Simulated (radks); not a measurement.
Values are calculated unless marked as measured or tabulated.
Coulomb parameter of the 3d shell of neutral copper in the model configuration [Ar] 3d8.5 4s1 4p1.5, as a second difference U = [E(n + 0.5) + E(n - 0.5) - 2 E(n)] / (0.5)^2 with all orbitals relaxed. "Bare": the charge of the atom changes with n. "Screened": the 4p shell takes up the change at fixed total charge, which measures U(3d,3d) + U(4p,4p) - 2 U(3d,4p). Level of theory: scalar-relativistic Kohn-Sham, r2SCAN, spin-unpolarised, spherical densities, finite nucleus; meta-GGA in the generalised Kohn-Sham scheme; Fermi nuclear charge, rms radius 3.8823 fm (a radial shooting solver on a logarithmic mesh with Libxc functionals).

| case | configuration | E - E(n) (eV) |
|---|---|---|
| start | [Ar] 3d8.5 4s1 4p1.5 | 0.000 |
| bare +0.5 | [Ar] 3d9 4s1 4p1.5 | -6.156 |
| bare -0.5 | [Ar] 3d8 4s1 4p1.5 | 9.599 |
| screened +0.5 | [Ar] 3d9 4s1 4p1 | -5.660 |
| screened -0.5 | [Ar] 3d8 4s1 4p2 | 7.199 |

U(bare) = 13.769 eV, U(screened by 4p) = 6.158 eV, against the Slater integral F0(3d,3d) = 28.032 eV with frozen orbitals. The step up makes a negative ion, whose loosely bound charge lowers the bare value.
